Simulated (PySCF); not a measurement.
**Vibration and rotation of TeC⁻**

ROHF-CCSD(T) constants of TeC⁻, ²Π (doublet), unpaired electrons π ↑ (PySCF, scalar-relativistic core potentials, basis sets Te aug-cc-pVDZ-PP with ECP28, C aug-cc-pVDZ; masses 129.9062 and 12.0000 u):

- ωe: 647.2 cm⁻¹
- ωexe: 3.42 cm⁻¹
- Be: 0.36994 cm⁻¹
- αe: 0.00279 cm⁻¹
- D (centrifugal): 4.83e-07 cm⁻¹

Q: Give the vibrational terms G(v) and spacings up to v = 6.

A: G(v) = ωe(v+½) − ωexe(v+½)².

```json
{"v": "0", "G(v) (cm⁻¹)": "322.7", "G(v) − G(v−1)": "", "Bv (cm⁻¹)": "0.3685"}
{"v": "1", "G(v) (cm⁻¹)": "963.1", "G(v) − G(v−1)": "640.4", "Bv (cm⁻¹)": "0.3658"}
{"v": "2", "G(v) (cm⁻¹)": "1596.6", "G(v) − G(v−1)": "633.5", "Bv (cm⁻¹)": "0.3630"}
{"v": "3", "G(v) (cm⁻¹)": "2223.3", "G(v) − G(v−1)": "626.7", "Bv (cm⁻¹)": "0.3602"}
{"v": "4", "G(v) (cm⁻¹)": "2843.1", "G(v) − G(v−1)": "619.8", "Bv (cm⁻¹)": "0.3574"}
{"v": "5", "G(v) (cm⁻¹)": "3456.1", "G(v) − G(v−1)": "613.0", "Bv (cm⁻¹)": "0.3546"}
{"v": "6", "G(v) (cm⁻¹)": "4062.3", "G(v) − G(v−1)": "606.2", "Bv (cm⁻¹)": "0.3518"}
```

Correlated steps freeze 5 core orbitals. These are scalar-relativistic numbers at best; spin–orbit coupling would shift them, the dissociation energy most. The CCSD T1 diagnostic is raised, a sign that a single reference may not be enough here. The state was picked by a PBE0 search and need not be the measured ground state.
